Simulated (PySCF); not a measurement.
Cd(Cl)2 anion (CdCl₂), SMILES [Cd]([Cl])[Cl] (connectivity only; charge and spin as stated), charge -1, multiplicity 2.

Geometry: B3LYP-D3(BJ)/def2-SVPD. The spin state was assumed, not searched. The isomer is the one that the SMILES or the coordinates give; other isomers of the formula were not compared. The def2 effective core potentials stand for the cores of Cd; spin–orbit coupling is left out.

Calculation: B3LYP-D3(BJ)/def2-SVPD in PySCF.

Frequencies are harmonic and unscaled.

```
mode  ν (cm⁻¹)  IR (km/mol)  moving atoms (share of kinetic energy)
----  --------  -----------  --------------------------------------
1           59          5.4                        Cl 76 %, Cd 24 %
2          216         29.1                        Cl 85 %, Cd 15 %
3          228        106.1                        Cl 67 %, Cd 33 %
```
